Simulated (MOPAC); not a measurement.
A run for MOPAC: PM6 on BrFGe (SMILES [F][Ge][Br]), a point of a bond scan (R = 1.762 Å).

```
PM6 1SCF PRECISE CHARGE=0 THREADS=1
BrFGe

Ge     0.54012837 1    -0.45604254 1     0.81246222 1
F      1.49051706 1    -1.32798058 1    -0.38782963 1
Br    -0.87710746 1     0.75843391 1    -0.64309499 1
```

Program output:

```
*******************************************************************************
 **                                                                           **
 **                              MOPAC v23.2.5                                **
 **                                                                           **
 *******************************************************************************
 ** MOPAC's Digital Object Identifier: https://doi.org/10.5281/zenodo.6511958 **
 **                                                                           **
 ** Please cite the open-source release paper for use of this MOPAC version:  **
 ** J. E. Moussa and J. J. P. Stewart (2026)                                  **
 ** MOPAC: An open-source semiempirical molecular orbital program             **
 ** J. Open Source Softw., 11(119), 8025, https://doi.org/10.21105/joss.08025 **
 *******************************************************************************

                              PM6 CALCULATION RESULTS

 *******************************************************************************
 *  PM6        - The PM6 Hamiltonian to be used
 *
 *
 *
 *                 CHARGE ON SYSTEM = 0
 *
 *
 *
 *  PRECISE    - TIGHTER CRITERIA TO BE USED
 *  1SCF       - DO 1 SCF AND THEN STOP
 *  THREADS=1  - MULTI-THREADING NOT USED
 *  T=         - A TIME OF 172800.0 SECONDS REQUESTED
 *  DUMP=N     - RESTART FILE WRITTEN EVERY 7200.0 SECONDS REQUESTED
 *******************************************************************************
PM6 1SCF PRECISE CHARGE=0 THREADS=1
 BrFGe

   ATOM   CHEMICAL          X               Y               Z
  NUMBER   SYMBOL      (ANGSTROMS)     (ANGSTROMS)     (ANGSTROMS)

     1      Ge          0.54012837  *  -0.45604254  *   0.81246222  *
     2       F          1.49051706  *  -1.32798058  *  -0.38782963  *
     3      Br         -0.87710746  *   0.75843391  *  -0.64309499  *



          CARTESIAN COORDINATES

    NO.       ATOM           X           Y           Z

     1        Ge          0.5401     -0.4560      0.8125
     2         F          1.4905     -1.3280     -0.3878
     3        Br         -0.8771      0.7584     -0.6431

 General Reference for PM6:
 "Optimization of Parameters for Semiempirical Methods V: Modification of NDDO Approximations
 and Application to 70 Elements", J. J. P. Stewart, J. Mol. Mod., 13, 1173-1213 (2007)
 URL: https://link.springer.com/article/10.1007/s00894-007-0233-4

           Empirical Formula: Ge F Br  =     3 atoms



      MOLECULAR POINT GROUP   :   Cs


      RHF CALCULATION, NO. OF DOUBLY OCCUPIED LEVELS = 9


 -------------------------------------------------------------------------------
 PM6 1SCF PRECISE CHARGE=0 THREADS=1
 BrFGe



     1SCF WAS SPECIFIED, SO BFGS WAS NOT USED
     SCF FIELD WAS ACHIEVED


                              PM6 CALCULATION
                                                       MOPAC v23.2.5 Linux




          FINAL HEAT OF FORMATION =        -64.86763 KCAL/MOL =    -271.40618 KJ/MOL


          COSMO AREA              =        108.00 SQUARE ANGSTROMS
          COSMO VOLUME            =         97.08 CUBIC ANGSTROMS

          IONIZATION POTENTIAL    =          9.590080 EV
          HOMO LUMO ENERGIES (EV) =         -9.590 -1.665
          NO. OF FILLED LEVELS    =          9
          MOLECULAR WEIGHT        =        171.4924         POINT GROUP:  Cs

          MOLECULAR DIMENSIONS (Angstroms)

            Atom       Atom       Distance
           Br     3    F     2     3.16606
            F     2   Ge     1     1.30061
           Br     3    F     2     0.00000


          SCF CALCULATIONS        =          1





   ATOM   CHEMICAL          X               Y               Z
  NUMBER   SYMBOL      (ANGSTROMS)     (ANGSTROMS)     (ANGSTROMS)

     1      Ge          0.54012837  *  -0.45604254  *   0.81246222  *
     2       F          1.49051706  *  -1.32798058  *  -0.38782963  *
     3      Br         -0.87710746  *   0.75843391  *  -0.64309499  *

                             CARTESIAN COORDINATES

   1   Ge        0.540128370    -0.456042540     0.812462220
   2    F        1.490517060    -1.327980580    -0.387829630
   3   Br       -0.877107460     0.758433910    -0.643094990


           Empirical Formula: Ge F Br  =     3 atoms



      MOLECULAR POINT GROUP   :   Cs


                  EIGENVALUES
 -38.15686 -27.68825 -17.21976 -14.76676 -14.50526 -13.17076 -10.83740 -10.71759
  -9.59008  -1.66526  -0.53412   0.63661 115.25745 115.27745 115.37976 115.72569
 115.73466


              NET ATOMIC CHARGES AND DIPOLE CONTRIBUTIONS

  ATOM NO.   TYPE          CHARGE      No. of ELECS.   s-Pop       p-Pop       d-Pop
    1         Ge           0.919955        3.0800     1.85518     1.22486
    2          F          -0.520603        7.5206     1.96290     5.55771
    3         Br          -0.399353        7.3994     1.98360     5.41225     0.00351
 DIPOLE           X         Y         Z       TOTAL
 POINT-CHG.     0.342    -0.149     5.793     5.805
 HYBRID        -0.184     0.101    -2.339     2.349
 SUM            0.158    -0.048     3.454     3.458


          ATOMIC ORBITAL ELECTRON POPULATIONS

     Atom    s        px        py        pz      x^2-y^2     xz        z^2       yz        xy
    1 Ge   1.85518   0.30887   0.27304   0.64296
    2  F   1.96290   1.85752   1.86863   1.83156
    3 Br   1.98360   1.77778   1.81460   1.81987   0.00017   0.00120   0.00033   0.00091   0.00090

 **********************
 *                    *
 * JOB ENDED NORMALLY *
 *                    *
 **********************




 == MOPAC DONE ==
```

The run finished.

Cost: around 0.03 core-seconds (rough).
